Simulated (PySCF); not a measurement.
CH3, SMILES [CH3+], charge +1. Heavy atoms are numbered as in [CH3+:1]. Hydrogens are named by the atom that carries them.

Coordinates come from a ωB97X-D3(BJ)/def2-TZVPD optimisation.

Level of theory: B3LYP/def2-TZVPD run with PySCF.

Mulliken values depend strongly on the basis, most of all with diffuse functions as here. ESP charges are fitted to the potential on shells at 1.4 to 2.0 van der Waals radii. Atomic charges (e), one atom of each kind:

| atom | Mulliken | meta-Löwdin | ESP fit |
|---|---|---|---|
| C1 (CH3) | -0.04 | 0.26 | 0.46 |
| H on C1 | 0.35 | 0.25 | 0.18 |
